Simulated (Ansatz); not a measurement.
Mulliken charges of BF₃H₃P (`[BH3-][P+](F)(F)F`) from PBE/def2-TZVPP in Ansatz (PBE0-D4/def2-TZVP geometry).

```
atom   x (Å)   y (Å)   z (Å)  charge (e)
  B1  -0.080   0.958   0.503      -0.375
  P2   0.055  -0.662  -0.348       0.796
  F3   0.301  -1.911   0.523      -0.160
  F4  -1.156  -1.142  -1.173      -0.160
  F5   1.179  -0.833  -1.390      -0.160
  H6  -1.023   0.798   1.240       0.020
  H7  -0.266   1.727  -0.409       0.020
  H8   0.989   1.064   1.054       0.020
```

By hand: the dipole of these point charges (1 e Å = 4.8032 D).

Σ q r = (0.016, -0.193, -0.102) e Å, of length 0.219 e Å = 1.05 D.

How does the dipole of the full density compare? (An estimate is asked.)

Ansatz gave: (0.025, -0.302, -0.158) e Å, 1.64 D; the point charges give 0.64 times that, at 0° from its direction.

Point charges leave out the atoms' own dipoles, such as those of lone pairs, and Mulliken's split depends on the basis, so the two needn't agree.
